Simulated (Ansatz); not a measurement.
`CBC(C)C` → B• + 4 C• + 11 H•  (atomization)

Calculated with Ansatz (gas phase, PBE0-D4/def2-TZVP geometries, no zero-point term in ΔE). CBS: MP2 limit from def2 TZ/QZ plus the TZ coupled-cluster correction, frozen cores. This one scheme is used for every species, atoms too. Functionals use def2-TZVPP. HSE06 is defined as in plane-wave codes. Open shells (•) are unrestricted, without spin–orbit coupling. Spin–orbit coupling would lower the free atoms: a little for B, C. Each species was taken in one conformer, which may not be the lowest.

**Question.** What is ΔE at CCSD(T)/CBS? (An estimate is asked.)

**Answer.** Computed: +6189.9 kJ/mol.

**Question.** What do these levels give: revPBE-D4, HSE06-D4, ωB97X-V, PBE-QIDH, CCSD/def2-SVP, MP2/def2-TZVPP? (Estimate.)

**Answer.** Computed: revPBE-D4 6172.5, HSE06-D4 6245.7, ωB97X-V 6208.9, PBE-QIDH 6200.9, CCSD/def2-SVP 5932.1, MP2/def2-TZVPP 6115.6 kJ/mol.

Largest T1 diagnostic among the species: 0.014.

Leaving LDA and LC-ωPBE aside and taking each functional with its dispersion term where it has one, the values, not all of them listed here, spread over 184.9 kJ/mol, from BHLYP-D4 to PBE-D4. LDA lies +708.1 kJ/mol from PBE without D4, its usual overbinding. At CCSD(T), def2-SVP lies −215.0 kJ/mol from the extrapolated value and def2-TZVPP −119.0 kJ/mol: correlation converges slowly with the basis, and small sets miss more of it in the bonded molecule than in its fragments.

For atomizations the MP2-based limit and the directly extrapolated one differ by several kJ/mol either way, and by 10 to 25 for some Ge, Se and Sn compounds, so smaller differences from it don't rank the levels.
